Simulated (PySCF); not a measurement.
PBE0 on Hg⁺ (mercury, charge +1)

Configuration: [Xe] 4f14 5d10 6s1, 2S determinant. Computed with PySCF 2.14 in cc-pVDZ-PP with ECP60MDF (4s4p3d1f, 38 functions), with a scalar-relativistic core potential.

| Quantity | Value |
| --- | --- |
| Total energy | -153.1224 hartree |
| One-electron energy | -263.2952 hartree |
| Hartree (Coulomb) energy | 123.8631 hartree |
| Exchange-correlation energy | -13.6903 hartree |
| ⟨S²⟩ | 0.7507 |
| ⟨L²⟩ | 0.000 |
| Sum of ⟨r⟩ | 25.70 bohr |
| Sum of ⟨r²⟩ | 42.86 bohr² |
| Time after the integrals | 0.4 s of wall time on 1 thread of Neoverse-V2 (shared host) |

```
shell  electrons  mean orbital energy (hartree)  rms radius, mean of both spins (bohr)
 5s α          1                       -4.84311                                  0.971
 5s β          1                       -4.83854                                  0.971
 5p α          3                       -2.94790                                   1.12
 5p β          3                       -2.94480                                   1.12
 5d α          5                       -0.77301                                   1.59
 5d β          5                       -0.76102                                   1.59
 6s α          1                       -0.58060                                   2.84
```

Energies and moments cover only the electrons outside the core potential. Spin-orbit coupling, which splits the p, d and f shells strongly at this Z, is absent.
